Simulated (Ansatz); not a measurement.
Cartesian coordinates in Å:
```
C -0.759 -0.901 -0.999
C 0.157 0.106 -0.306
O 0.536 1.171 -1.202
Al 1.843 -0.709 0.341
Si -0.694 0.891 1.191
H -0.299 -1.297 -1.910
H -0.996 -1.745 -0.344
H -1.713 -0.444 -1.296
H -0.261 1.633 -1.487
H 1.708 -1.924 1.358
H 3.257 -0.162 -0.115
H -1.743 1.830 0.693
H 0.291 1.671 1.994
H -1.326 -0.121 2.081
```

Charge 0, multiplicity 1.

(1) List the B3LYP/def2-TZVPP orbital energies in eV (Ansatz 0.2.0). (An estimate is asked.)

Answers

(1) Computed: Occupied: -1798.86, -1524.31, -520.72, -277.69, -277.02, -143.43, -112.32, -98.75, -98.75, -98.73, -73.08, -72.85, -72.84, -27.92, -20.47, -16.90, -14.93, -12.94, -12.46, -11.72, -10.88, -10.68, -9.86, -9.55, -9.43, -8.30, -7.75, -6.82. Lowest empty: -1.74, -0.02, 0.59, 0.89, 1.04, 1.25, 1.29, 1.86.

B3LYP here is the variant with VWN-RPA as its local correlation; programs differ in this.
